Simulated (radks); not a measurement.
Problem. Successive ionisation energies (eV) of one element, from differences of total energies of ions in their ground configurations, starting at charge 0: 5.748, 21.239, 31.545, 63.645, 88.055, 114.80, 143.67, 174.55, 207.31. Method: Dirac Kohn-Sham, BLYP, spin-unpolarised, spherical densities, point nucleus; open shells fill j = l - 1/2 first; computed with a radial shooting solver on a logarithmic mesh with Libxc functionals. Which element is it?

Solution. Gallium (Z = 31). The first species listed is Ga in [Ar] 3d10 4s2 4p1, the last Ga8+ in [Ar] 3d5.
